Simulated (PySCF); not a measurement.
C3H11AlO, neutral, multiplicity 1. Atoms are numbered in the order given.

```xyz
16

Al     0.1279     0.2222     0.0000
C     -0.7276     0.8028     1.6957
H     -0.4466     1.8459     1.9310
H     -0.4136     0.2057     2.5724
H     -1.8330     0.7878     1.6630
C      2.0776    -0.0796     0.0000
H      2.4220    -0.6360     0.8898
H      2.6253     0.8808     0.0000
H      2.4220    -0.6360    -0.8898
C     -0.7276     0.8028    -1.6957
H     -1.8330     0.7878    -1.6630
H     -0.4136     0.2057    -2.5724
H     -0.4466     1.8459    -1.9310
O     -0.6368    -1.7010     0.0000
H     -1.1929    -1.8620    -0.7780
H     -1.1929    -1.8620     0.7780
```

Coordinates come from a B3LYP-D3(BJ)/def2-SVP optimisation. The isomer is the one that the SMILES or the coordinates give; other isomers of the formula were not compared. Other conformers were not sampled.

These are HF/pcSseg-1 (PySCF) values and carry that method's errors.

GIAO shieldings, no solvent; atoms listed in one row are averaged. δ = σ(ref) − σ: ¹³C against TMS (σ = 192.6 ppm); ¹H against TMS (σ = 31.99 ppm); ¹⁷O against H2O (σ = 333.0 ppm), references at their B3LYP-D3(BJ)/def2-TZVP geometries, non-relativistic.

```
nucleus                      atoms  count  δ (ppm)
-------  -------------------------  -----  -------
¹³C                    C2, C6, C10      3     -7.5
¹H                        H15, H16      2     3.69
¹H                      H7, H8, H9      3    -0.37
¹H       H3, H4, H5, H11, H12, H13      6    -0.47
¹⁷O                            O14      1     30.5
```
